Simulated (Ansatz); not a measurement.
`[Cl][SnH2][GeH3]` + `N=C=O` → `O=C=[N][SnH2][Cl]` + GeH₄  (cleavage of the Sn–Ge bond)

Computed with Ansatz on PBE0-D4/def2-TZVP structures; ΔE is electronic, products minus reactants. CCSD(T)/CBS is the MP2 limit (def2-TZVPP, def2-QZVPP) plus CCSD(T) − MP2 in def2-TZVPP, frozen cores. This one scheme is used for every species. DFT in def2-TZVPP. B3LYP here is the variant with VWN-RPA as its local correlation; programs differ in this. HSE06 is defined as in plane-wave codes. def2 core potentials past Kr. For Ge, Sn outer-core shells are correlated without core-valence functions, which leaves a few kJ/mol of doubt a bond. Scalar relativity is left out up to krypton. Each species was taken in one conformer, which may not be the lowest.

| level | ΔE (kJ/mol) | difference from CCSD(T)/CBS |
| --- | --- | --- |
| LDA (SPW92) | 18.0 | 18.6 |
| revPBE-D4 | 8.3 | 8.9 |
| BLYP-D4 | 6.0 | 6.6 |
| r2SCAN-D4 | 4.2 | 4.8 |
| PBE0-D4 | 9.3 | 9.9 |
| B3LYP-D4 | 3.6 | 4.2 |
| r2SCANh-D4 | 4.1 | 4.7 |
| r2SCAN0-D4 | 3.8 | 4.4 |
| HSE06-D4 | 9.7 | 10.3 |
| CAM-B3LYP-D4 | -3.0 | -2.4 |
| ωB97X-V | -4.0 | -3.4 |
| ωB97M-V | 0.6 | 1.2 |
| B2PLYP | -2.1 | -1.5 |
| PBE-QIDH | -0.3 | 0.3 |
| PBE | 14.5 | 15.1 |
| revPBE | 12.9 | 13.5 |
| BLYP | 7.7 | 8.3 |
| r2SCAN | 4.5 | 5.1 |
| PBE0 | 9.7 | 10.3 |
| B3LYP | 4.2 | 4.8 |
| r2SCANh | 4.4 | 5.0 |
| r2SCAN0 | 4.0 | 4.6 |
| HSE06 | 9.9 | 10.5 |
| BHLYP | -4.1 | -3.5 |
| CAM-B3LYP | -2.9 | -2.3 |
| LC-ωPBE | -2.0 | -1.4 |
| RPA@PBE/def2-TZVPP | -8.9 | -8.3 |
| HF/def2-SVP | -16.4 | -15.8 |
| CCSD/def2-SVP | -8.5 | -7.9 |
| CCSD(T)/def2-SVP | -8.0 | -7.4 |
| HF/def2-TZVPP | -20.4 | -19.8 |
| MP2/def2-TZVPP | -6.8 | -6.2 |
| SCS-MP2/def2-TZVPP | -11.8 | -11.2 |
| CCSD/def2-TZVPP | -6.6 | -6.0 |
| HF/def2-QZVPP | -21.6 | -21.0 |
| MP2/def2-QZVPP | -4.0 | -3.4 |
| SCS-MP2/def2-QZVPP | -9.4 | -8.8 |
| HF/CBS(def2) | -21.8 | -21.2 |
| MP2/CBS(def2) | -1.1 | -0.5 |
| CCSD/CBS(def2) | -0.9 | -0.3 |
| CCSD(T)/CBS | -0.6 | 0 |

Largest T1 diagnostic among the species: 0.018.

From PBE to PBE0 (25 % exact exchange), in def2-TZVPP and without D4, ΔE moves by −4.8 kJ/mol. At CCSD(T), def2-SVP lies −7.4 kJ/mol from the extrapolated value and def2-TZVPP −5.7 kJ/mol.
